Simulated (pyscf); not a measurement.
# H₃C–Ag, singlet

Gas-phase minimum from PySCF at ωB97X-D3(BJ)/def2-SVP, one conformer. 

```xyz
5

C      0.2672    -0.1110    -0.2239
Ag     0.2436    -0.0131    -2.3120
H     -0.2695     0.7562     0.1885
H     -0.2252    -1.0385     0.1039
H      1.3086    -0.1020     0.1304
```
Charge 0, spin multiplicity 1.

Bonds (Å): C1–Ag2 2.091, C1–H3 1.100, C1–H4 1.100, C1–H5 1.100. Bond angles (°): Ag2–C1–H3 109.4, Ag2–C1–H4 109.4, Ag2–C1–H5 109.4, H3–C1–H4 109.6, H3–C1–H5 109.6, H4–C1–H5 109.6.

Properties at ωB97X-D3(BJ)/def2-SVP:

```yaml
harmonic_wavenumbers_unscaled: 486, 676, 676, 1143, 1439, 1439, 3073, 3189, 3189 cm⁻¹
zero_point_energy: 21.9 kcal/mol
rotational_symmetry_number: 3
Entropy of this conformer at 298 K and 1 atm, rigid rotor and harmonic oscillator, modes under 100 cm⁻¹ raised to 100: 253.7 J/(mol K)
dipole_moment: 2.60 D
```

Single-point totals, which compare only within one level (frozen core for MP2 and CC):

```
level                   total energy (hartree)
----------------------  ----------------------
ωB97X-D3(BJ)/def2-TZVP              -186.95904
PBE/def2-TZVP                       -186.84801
r²SCAN/def2-TZVP                    -186.91311
B3LYP-D3(BJ)/def2-TZVP              -186.95600
PBE0-D3(BJ)/def2-TZVP               -186.83370
M06-2X/def2-TZVP                    -186.78552
ωB97M-D3(BJ)/def2-TZVP              -186.90194
HF/def2-TZVPP                       -185.70530
MP2/def2-TZVPP                      -186.58420
CCSD/def2-TZVPP                     -186.55984
CCSD(T)/def2-TZVPP                  -186.58977
```

The CCSD(T) − MP2 part came from Ansatz, without density fitting, on the same reference. The frozen core leaves the outer d or s,p core shells of the metals and heavy elements correlated in the MP2 and CC values, and def2-TZVPP describes them poorly, so these totals are far from the basis limit. Elements past Kr carry the def2 core potentials, without spin-orbit coupling.
